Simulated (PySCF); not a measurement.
A structure optimised at ωB97X-D3(BJ)/def2-SVP, used in a PySCF frequency run:

```
Si
F 1 1.6167
N 1 1.6885 2 114.57
H 3 1.0130 1 122.57 2 85.02
H 3 1.0134 4 113.97 1 169.22
Cl 1 2.0393 2 105.56 3 -120.47
Br 1 2.1902 2 105.90 3 120.72
```

### Question
Write its SMILES and formula.

### Answer
N[Si](F)(Cl)Br, BrClFH2NSi

### Question
What are its rotational constants (standard atomic weights)?

### Answer
2.7220, 1.2278, 1.1044 GHz
